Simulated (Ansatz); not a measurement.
C8H16O can be A, `CC(=O)C(C)(C)C(C)C`, or B, `CCCCC(C=O)CC`.

Computed with Ansatz on PBE0-D4/def2-TZVP structures; ΔE is electronic, products minus reactants. CCSD(T)/CBS adds triple-zeta CCSD(T) − MP2 to the extrapolated MP2 energy (def2 sets, frozen cores). Functionals use def2-TZVPP. B3LYP here is the variant with VWN-RPA as its local correlation; programs differ in this. Each species was taken in one conformer, which may not be the lowest.

Problem. Which is lower in electronic energy at CCSD(T)/CBS, and by how much? (Estimate.)

Solution. Computed: A, by 38.0 kJ/mol.

Problem. Give E(B) − E(A) in kJ/mol with B3LYP, r2SCAN-D4, B3LYP-D4, PBE-D4, PBE0-D4, CCSD(T)/def2-TZVPP, CCSD/def2-TZVPP. (Best estimate.)

Solution. Ansatz gave: B3LYP 18.7, r2SCAN-D4 40.5, B3LYP-D4 33.6, PBE-D4 34.9, PBE0-D4 34.9, CCSD(T)/def2-TZVPP 38.8, CCSD/def2-TZVPP 33.4. None reverses the order clearly.

Largest T1 diagnostic: 0.011.

In def2-TZVPP, CCSD(T) changes the Hartree–Fock value by +27.9 kJ/mol (the triples alone add +5.3 kJ/mol) and MP2 by +33.7 kJ/mol. The D4 term adds +15.0 kJ/mol with B3LYP and +8.3 kJ/mol with PBE0; it sums over pairs of atoms, weighted by their polarisabilities, and B3LYP, whose exchange is more repulsive, gets the larger term.
